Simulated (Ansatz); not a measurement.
A short molecular-dynamics run on C$_{4}$H$_{9}$Cl$_{3}$Sn, SMILES `C[C](C)(C)[Sn]([Cl])([Cl])[Cl]`.

```yaml
crystal:
  periodic: [false, false, false]
  atoms:
    - {symbol: C, position_ang: [1.375741, 0.835443, 0.201613]}
    - {symbol: C, position_ang: [0.161846, -0.079557, 0.209105]}
    - {symbol: C, position_ang: [0.548960, -1.525917, -0.053494]}
    - {symbol: C, position_ang: [-0.638239, 0.061839, 1.493860]}
    - {symbol: Sn, position_ang: [-1.122750, 0.546430, -1.418892]}
    - {symbol: Cl, position_ang: [-1.832207, 2.742505, -1.181605]}
    - {symbol: Cl, position_ang: [-0.058071, 0.411943, -3.475788]}
    - {symbol: Cl, position_ang: [-3.036535, -0.755467, -1.576248]}
    - {symbol: H, position_ang: [2.047259, 0.541787, 1.017590]}
    - {symbol: H, position_ang: [1.103244, 1.881660, 0.360084]}
    - {symbol: H, position_ang: [1.939945, 0.762741, -0.731289]}
    - {symbol: H, position_ang: [-0.321179, -2.186266, -0.080094]}
    - {symbol: H, position_ang: [1.201722, -1.871993, 0.757134]}
    - {symbol: H, position_ang: [1.098912, -1.640850, -0.990662]}
    - {symbol: H, position_ang: [-0.011576, -0.248515, 2.338827]}
    - {symbol: H, position_ang: [-1.529308, -0.570570, 1.495324]}
    - {symbol: H, position_ang: [-0.946864, 1.094283, 1.674733]}
basis:
  gaussian: {orbitals: def2-SVP}
hamiltonian: {xc: {name: r2SCAN}}
md: {timestep: 2 fs, n_steps: 50, ensemble: nve, temperature: 500, initial_velocities: maxwell_boltzmann, seed: 66}
```

```sh
$ ansatz run in.yaml --threads 4 --pin off --events-out ev --progress --plain --max-ram 66560MiB --backend cuda --devices 0, --max-vram 37GiB
```

```tsv
step	time (fs)	potential energy (eV)	kinetic (eV)	T (K)	conserved (eV)
0	0.0	-47680.8847	0.9695	500	-47679.9152
1	2.0	-47680.4375	0.6564	339	-47679.7810
2	4.0	-47680.4541	0.5710	295	-47679.8830
3	6.0	-47680.1691	0.3470	179	-47679.8221
4	8.0	-47680.1682	0.3608	186	-47679.8074
5	10.0	-47680.6269	0.7282	376	-47679.8987
6	12.0	-47680.4428	0.6256	323	-47679.8172
7	14.0	-47680.4859	0.6031	311	-47679.8829
8	16.0	-47680.3165	0.4643	239	-47679.8522
9	18.0	-47680.0900	0.2798	144	-47679.8102
10	20.0	-47680.3989	0.5287	273	-47679.8701
11	22.0	-47680.4205	0.5507	284	-47679.8698
12	24.0	-47680.3223	0.4763	246	-47679.8460
13	26.0	-47680.3457	0.4728	244	-47679.8730
14	28.0	-47680.0577	0.2421	125	-47679.8156
15	30.0	-47680.2279	0.3890	201	-47679.8389
16	32.0	-47680.4864	0.5947	307	-47679.8918
17	34.0	-47680.3910	0.5769	298	-47679.8141
18	36.0	-47680.5761	0.6865	354	-47679.8896
19	38.0	-47680.2906	0.4616	238	-47679.8289
20	40.0	-47680.2250	0.3980	205	-47679.8270
21	42.0	-47680.4207	0.5413	279	-47679.8794
22	44.0	-47680.3214	0.5099	263	-47679.8115
23	46.0	-47680.5453	0.6520	336	-47679.8932
24	48.0	-47680.3899	0.5437	280	-47679.8462
25	50.0	-47680.2395	0.4073	210	-47679.8322
26	52.0	-47680.3541	0.4882	252	-47679.8659
27	54.0	-47680.2948	0.4560	235	-47679.8388
28	56.0	-47680.4250	0.5561	287	-47679.8689
29	58.0	-47680.4400	0.5790	299	-47679.8610
30	60.0	-47680.2454	0.4119	212	-47679.8335
31	62.0	-47680.2692	0.4224	218	-47679.8468
32	64.0	-47680.2845	0.4207	217	-47679.8639
33	66.0	-47680.2764	0.4573	236	-47679.8190
34	68.0	-47680.5127	0.6391	330	-47679.8736
35	70.0	-47680.3544	0.5225	269	-47679.8319
36	72.0	-47680.3198	0.4848	250	-47679.8350
37	74.0	-47680.3479	0.4801	248	-47679.8678
38	76.0	-47680.1718	0.3822	197	-47679.7896
39	78.0	-47680.4916	0.6056	312	-47679.8859
40	80.0	-47680.4496	0.6069	313	-47679.8428
41	82.0	-47680.4190	0.5794	299	-47679.8396
42	84.0	-47680.4821	0.6089	314	-47679.8732
43	86.0	-47680.2309	0.4122	213	-47679.8187
44	88.0	-47680.3880	0.5026	259	-47679.8854
45	90.0	-47680.4389	0.5765	297	-47679.8625
46	92.0	-47680.3637	0.5184	267	-47679.8453
47	94.0	-47680.4448	0.5740	296	-47679.8709
48	96.0	-47680.3206	0.4461	230	-47679.8745
49	98.0	-47680.1625	0.3461	178	-47679.8164
50	100.0	-47680.3735	0.5073	262	-47679.8662
```

Velocities are drawn at the set temperature; a run this short doesn't reach equilibrium.

Frames (Å, forces in eV/Å):

```xyz
17
time=0.0 fs
C     1.376    0.835    0.202   -0.094   -0.038   -0.033
C     0.162   -0.080    0.209    0.115   -0.056    0.146
C     0.549   -1.526   -0.053   -0.048    0.094   -0.019
C    -0.638    0.062    1.494    0.018    0.005   -0.104
Sn   -1.123    0.546   -1.419    0.174   -0.086    0.220
Cl   -1.832    2.743   -1.182   -0.154    0.526    0.081
Cl   -0.058    0.412   -3.476    0.277   -0.042   -0.478
Cl   -3.037   -0.755   -1.576   -0.448   -0.326   -0.015
H     2.047    0.542    1.018    0.190   -0.075    0.223
H     1.103    1.882    0.360   -0.079    0.307    0.040
H     1.940    0.763   -0.731    0.162   -0.015   -0.275
H    -0.321   -2.186   -0.080   -0.254   -0.193   -0.015
H     1.202   -1.872    0.757    0.181   -0.103    0.220
H     1.099   -1.641   -0.991    0.155   -0.035   -0.277
H    -0.012   -0.249    2.339    0.167   -0.084    0.238
H    -1.529   -0.571    1.495   -0.264   -0.180   -0.002
H    -0.947    1.094    1.675   -0.097    0.300    0.050
17
time=10.0 fs
C     1.313    0.837    0.175    0.912    1.219    0.573
C     0.207   -0.140    0.229   -1.203   -0.332   -0.792
C     0.592   -1.573   -0.052   -0.349    0.046    1.012
C    -0.624    0.101    1.476   -0.393   -0.464    0.131
Sn   -1.129    0.546   -1.415    0.735   -0.175    0.036
Cl   -1.838    2.755   -1.164   -0.075    0.360    0.078
Cl   -0.035    0.403   -3.498    0.047    0.015   -0.060
Cl   -3.035   -0.740   -1.579   -0.712   -0.465   -0.059
H     2.041    0.676    1.017   -0.269   -0.035   -0.444
H     0.802    1.794    0.389    0.727    0.342   -0.197
H     1.871    0.902   -0.777   -0.107   -0.111    0.138
H    -0.229   -2.273    0.050   -0.777   -0.204   -0.185
H     1.223   -1.851    0.796    0.781   -0.266    0.032
H     1.068   -1.757   -1.010    0.468    0.125   -0.339
H    -0.085   -0.167    2.390    0.433   -0.101    0.254
H    -1.547   -0.482    1.504   -0.266   -0.319   -0.129
H    -0.925    1.146    1.582    0.047    0.364   -0.050
17
time=20.0 fs
C     1.292    0.913    0.164    1.438   -0.613   -0.333
C     0.181   -0.199    0.206    0.431    2.020    0.894
C     0.626   -1.653    0.005   -0.075    2.026   -1.270
C    -0.644    0.111    1.486    0.525   -0.630   -1.292
Sn   -1.130    0.544   -1.411    0.689   -0.199   -0.413
Cl   -1.846    2.776   -1.144    0.098   -0.080    0.040
Cl   -0.012    0.395   -3.523   -0.190    0.078    0.379
Cl   -3.052   -0.737   -1.584   -0.578   -0.342   -0.058
H     2.090    0.699    0.968   -0.912    0.237   -0.932
H     0.958    1.980    0.308   -0.220   -0.924    0.094
H     1.814    0.925   -0.839   -0.144   -0.176    0.766
H    -0.258   -2.265    0.016   -0.293   -0.939    0.288
H     1.457   -1.931    0.625    0.242   -0.368    1.411
H     1.120   -1.727   -0.964   -0.209   -0.128   -0.759
H    -0.030   -0.099    2.363    0.090   -0.221    0.425
H    -1.561   -0.477    1.473   -0.412   -0.107    0.440
H    -0.839    1.180    1.458   -0.480    0.367    0.320
17
time=30.0 fs
C     1.302    0.925    0.117    1.343   -0.569    0.834
C     0.175   -0.138    0.229    0.363   -1.123   -0.626
C     0.667   -1.660    0.009   -1.522    2.102   -0.082
C    -0.654    0.092    1.459   -0.017    0.297    1.123
Sn   -1.126    0.540   -1.411    0.125   -0.115   -0.696
Cl   -1.851    2.796   -1.122    0.193   -0.382   -0.021
Cl    0.007    0.388   -3.537   -0.302    0.081    0.586
Cl   -3.085   -0.742   -1.590   -0.138   -0.054   -0.033
H     2.110    0.704    0.943   -1.319    0.471   -1.162
H     0.866    1.962    0.308    0.684   -0.997   -0.413
H     1.874    0.840   -0.870   -0.795    0.346    0.987
H    -0.072   -2.436    0.144   -1.417    0.021   -0.082
H     1.323   -1.975    0.797    1.547    0.272    0.411
H     0.984   -1.775   -1.018    0.982   -0.139   -0.351
H    -0.054   -0.109    2.352    0.435   -0.018    0.312
H    -1.577   -0.450    1.662   -0.296   -0.801   -0.692
H    -0.978    1.128    1.560    0.134    0.609   -0.096
17
time=40.0 fs
C     1.314    0.865    0.093    1.421    2.299    0.410
C     0.196   -0.128    0.218   -0.280    0.412   -0.216
C     0.645   -1.579    0.021    0.046    1.617    0.293
C    -0.672    0.085    1.506    1.432   -0.822   -1.394
Sn   -1.120    0.535   -1.416   -0.349    0.025   -0.669
Cl   -1.850    2.805   -1.102    0.234   -0.538   -0.075
Cl    0.018    0.384   -3.536   -0.308    0.090    0.551
Cl   -3.121   -0.749   -1.597    0.273    0.158    0.019
H     2.086    0.773    1.000   -1.227    0.015   -1.869
H     0.884    1.938    0.171    0.631   -1.295    0.109
H     1.830    0.880   -0.942   -0.345   -0.429    1.531
H    -0.219   -2.191    0.193   -0.219   -1.169    0.232
H     1.472   -1.658    0.709    0.174   -0.684    1.442
H     1.217   -1.835   -0.860   -0.435    0.204   -1.270
H    -0.006   -0.118    2.353   -0.055   -0.201    0.369
H    -1.449   -0.676    1.416   -0.602    0.104    0.622
H    -1.023    1.112    1.599   -0.391    0.215   -0.085
17
time=50.0 fs
C     1.331    0.873    0.075    2.730    1.074    0.408
C     0.188   -0.088    0.202   -0.904    0.708    1.449
C     0.645   -1.471    0.066   -0.098   -1.363   -0.456
C    -0.632    0.034    1.494   -1.021    0.143   -0.176
Sn   -1.118    0.531   -1.426   -0.891    0.095   -0.502
Cl   -1.844    2.800   -1.083    0.256   -0.607   -0.120
Cl    0.021    0.382   -3.520   -0.230    0.049    0.392
Cl   -3.149   -0.752   -1.604    0.579    0.331    0.029
H     2.158    0.679    0.930   -1.832    0.450   -1.411
H     0.994    1.983    0.135    0.688   -1.575   -0.204
H     1.952    0.641   -0.887   -1.138    0.717    1.240
H    -0.097   -2.240    0.233   -1.080   -0.203   -0.151
H     1.303   -1.696    0.906    1.076    0.061   -0.131
H     1.012   -1.632   -0.943    0.996   -0.422   -0.192
H    -0.084   -0.183    2.425    0.461    0.251   -0.140
H    -1.473   -0.678    1.518    0.118   -0.274   -0.302
H    -1.159    0.989    1.571    0.290    0.563    0.269
17
time=60.0 fs
C     1.392    0.900    0.068    0.869    0.592    0.910
C     0.145   -0.009    0.250    1.775   -1.365   -1.664
C     0.649   -1.480    0.078    0.511    1.033   -0.869
C    -0.654    0.015    1.487    0.322    1.089    1.415
Sn   -1.122    0.527   -1.440   -0.879    0.019    0.029
Cl   -1.831    2.779   -1.068    0.153   -0.362   -0.152
Cl    0.018    0.381   -3.494   -0.035    0.029   -0.004
Cl   -3.163   -0.746   -1.609    0.598    0.308    0.019
H     2.069    0.632    1.028   -0.945    0.753   -2.155
H     1.212    2.054    0.044    0.082   -1.835    0.244
H     1.915    0.628   -0.939   -0.582    0.362    1.774
H    -0.199   -2.154    0.115   -0.117   -0.642    0.199
H     1.454   -1.706    0.802   -0.528   -0.005    0.548
H     1.210   -1.624   -0.858   -0.377    0.026   -0.387
H     0.075   -0.112    2.319   -0.303   -0.411    0.015
H    -1.426   -0.771    1.509    0.048    0.219    0.112
H    -1.055    1.012    1.692   -0.590    0.190   -0.033
17
time=70.0 fs
C     1.405    0.914    0.101    2.344    0.930    0.141
C     0.196   -0.011    0.213   -0.663   -0.104    0.848
C     0.660   -1.465    0.033    0.117    0.061    0.856
C    -0.666    0.079    1.555    1.258   -0.995   -1.122
Sn   -1.134    0.522   -1.453   -0.457   -0.063    0.669
Cl   -1.813    2.749   -1.057   -0.002    0.004   -0.119
Cl    0.014    0.381   -3.468    0.150   -0.012   -0.453
Cl   -3.161   -0.732   -1.615    0.435    0.186    0.005
H     2.232    0.740    0.967   -1.952    0.195   -1.502
H     1.204    2.063    0.089    0.072   -1.839    0.005
H     1.998    0.629   -0.861   -0.931    0.664    1.282
H    -0.148   -2.205    0.083   -0.315    0.064   -0.093
H     1.293   -1.684    0.940   -0.026   -0.018   -0.772
H     1.213   -1.638   -0.904    0.178    0.092    0.153
H     0.077   -0.241    2.321   -0.395    0.573    0.208
H    -1.390   -0.752    1.525   -0.208    0.191   -0.018
H    -1.195    1.017    1.783    0.394    0.071   -0.086
17
time=80.0 fs
C     1.421    0.926    0.129    0.415    0.994    0.527
C     0.218   -0.025    0.223   -0.068    0.148    0.890
C     0.655   -1.446    0.010    0.624   -1.070    0.554
C    -0.606    0.099    1.553   -0.651    0.510   -0.170
Sn   -1.149    0.518   -1.461    0.161   -0.264    1.140
Cl   -1.796    2.719   -1.049   -0.140    0.448   -0.065
Cl    0.014    0.382   -3.455    0.243   -0.023   -0.612
Cl   -3.147   -0.713   -1.620    0.037   -0.064   -0.043
H     2.130    0.730    1.071   -1.253    0.488   -1.881
H     0.997    2.003    0.166    1.021   -1.257    0.085
H     2.018    0.795   -0.857   -0.815    0.143    1.494
H    -0.190   -2.155   -0.033   -0.001    0.007   -0.032
H     1.278   -1.765    0.909   -0.394    0.237   -0.822
H     1.274   -1.579   -0.902   -0.164    0.054    0.239
H    -0.094   -0.083    2.530    0.481   -0.244   -0.747
H    -1.475   -0.588    1.541    0.227   -0.099   -0.104
H    -1.072    1.094    1.723    0.278   -0.008   -0.453
17
time=90.0 fs
C     1.370    0.951    0.169    1.641    1.265    0.992
C     0.231   -0.037    0.279    0.193   -0.528   -1.845
C     0.652   -1.474   -0.006    1.207   -0.051   -0.058
C    -0.575    0.149    1.510    0.283    0.294    0.251
Sn   -1.162    0.511   -1.460    1.031   -0.372    1.080
Cl   -1.782    2.702   -1.042   -0.245    0.777    0.001
Cl    0.021    0.381   -3.457    0.173   -0.005   -0.524
Cl   -3.133   -0.697   -1.627   -0.490   -0.372   -0.096
H     2.073    0.759    1.093   -0.798    0.163   -1.514
H     1.071    2.054    0.318    0.060   -1.395   -0.313
H     1.995    0.902   -0.789   -0.761   -0.170    1.102
H    -0.230   -2.115   -0.183    0.261   -0.208    0.296
H     1.343   -1.882    0.811   -1.007    0.335   -0.553
H     1.299   -1.495   -0.915   -0.410   -0.110    0.172
H     0.107   -0.064    2.377   -0.633    0.121   -0.184
H    -1.469   -0.502    1.508    0.102    0.250    0.330
H    -0.808    1.222    1.458   -0.608    0.006    0.863
17
time=100.0 fs
C     1.340    0.988    0.239    1.511   -0.167   -1.605
C     0.242   -0.063    0.223   -1.046    1.270    0.060
C     0.673   -1.492   -0.051   -0.077   -0.849    0.729
C    -0.551    0.234    1.473   -0.552   -1.412    2.097
Sn   -1.168    0.501   -1.450    1.339   -0.104    0.533
Cl   -1.775    2.704   -1.036   -0.206    0.614   -0.007
Cl    0.032    0.381   -3.473   -0.041    0.001   -0.179
Cl   -3.131   -0.689   -1.636   -0.617   -0.441   -0.097
H     2.132    0.721    1.002   -0.832    0.362   -0.126
H     0.941    2.047    0.366    0.583   -1.173   -0.109
H     1.925    0.874   -0.732   -0.486    0.641    0.710
H    -0.169   -2.207   -0.155   -0.207    0.449   -0.139
H     1.198   -1.968    0.851    0.143    0.819   -1.101
H     1.224   -1.534   -1.020    0.223   -0.158    0.704
H     0.118   -0.049    2.338   -0.339    0.238   -0.370
H    -1.469   -0.362    1.666    0.185   -0.206   -0.437
H    -0.880    1.265    1.694    0.418    0.114   -0.662
```

Run time 61 s (4 threads of an AMD EPYC 7R13 on a shared host and a share of an NVIDIA H100 80 GB); peak host memory 1.1 GiB.
